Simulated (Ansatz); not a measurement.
System: sum formula SiPH₅, charge 0, multiplicity 1. 
Structure (B3LYP-D3(BJ)/def2-TZVP (Ansatz, an electronic-structure program) minimum search):
```
Si
H 1 1.4814
H 1 1.4814 2 109.01
H 1 1.4818 2 108.98 3 -118.83
P 1 2.2675 2 107.93 4 -124.18
H 5 1.4194 1 94.18 2 168.19
H 5 1.4194 6 93.73 1 94.47
```
Charge 0, spin multiplicity 1.

Basis-set convergence of Hartree-Fock and CCSD(T) correlation energies (hartree) with Ansatz. Correlated levels leave the core frozen unless marked. No spin-orbit coupling. Non-relativistic.

| basis | functions | E(HF) | E(corr, CCSD(T)) |
|---|---|---|---|
| def2-SVPD | 88 | -632.38146 | -0.30065 |
| def2-TZVPPD | 181 | [?] | [?] |

Q: Some entries are withheld; supply them.

A: 
- def2-TZVPPD, E(HF): -632.59890
- def2-TZVPPD, E(corr, CCSD(T)): -0.35354
